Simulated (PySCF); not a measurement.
# Bond lengths and vibrations by method: BGeH2O cation

All numbers below are calculated, not measured. The program is PySCF 2.14.0, an open-source quantum chemistry code, run on an isolated molecule that a program drew, which may never have been made. The molecule is BGeH2O cation (charge +1, singlet), drawn as the SMILES string `O=[B][GeH2+]`.

The geometry was optimised and harmonic frequencies were computed with HF and MP2, all in the cc-pVDZ basis, for the commonest isotopes, with a restricted reference for singlets and an unrestricted one otherwise, and a frozen core in MP2. Germanium has the cc-pVDZ-PP basis, with a core potential (ECP10MDF) in place of its 10 inner electrons, and its 3s, 3p and 3d shells are frozen in MP2. Each result is a local minimum of its method.

Geometry at the HF minimum:
```xyz
5
BGeH2O cation, angstrom
O    -2.1548   -1.4876   -3.3816
B    -1.7818   -1.5104   -2.2706
Ge   -1.1314   -1.5500   -0.3317
H     0.3299   -1.7859   -0.0371
H    -2.1170   -1.3430    0.7926
```

Lengths of the bonds as drawn, in Å (atoms numbered as above):
| bond | HF | MP2 |
|---|---|---|
| O1-B2 | 1.172 | 1.216 |
| B2-Ge3 | 2.045 | 2.028 |
| Ge3-H4 | 1.509 | 1.518 |
| Ge3-H5 | 1.509 | 1.518 |

Rotational constants, in GHz:
| constant | HF | MP2 |
|---|---|---|
| A | 145.9 | 145.3 |
| B | 3.124 | 3.092 |
| C | 3.059 | 3.027 |

Harmonic frequencies in cm^-1, each column in rising order, so a row needn't be the same motion in every method:
| rank | HF | MP2 |
|---|---|---|
| 1 | 247 | 224 |
| 2 | 254 | 224 |
| 3 | 451 | 446 |
| 4 | 592 | 561 |
| 5 | 713 | 681 |
| 6 | 923 | ? |
| 7 | 2226 | 1912 |
| 8 | 2339 | 2271 |
| 9 | 2367 | 2305 |

**Estimate the missing MP2 frequency from the HF column.**

A single factor s that minimises the squared misfit of MP2 against s times HF over the other rows is sum(HF x MP2) / sum(HF^2) = 0.9383, with an rms misfit of 75 cm^-1. For rank 6 it gives 0.9383 x 923 = 866 cm^-1. The calculation gives 879 cm^-1, 13 cm^-1 above the estimate. The drawn bonds are on average 1.0 % longer in MP2 than in HF.
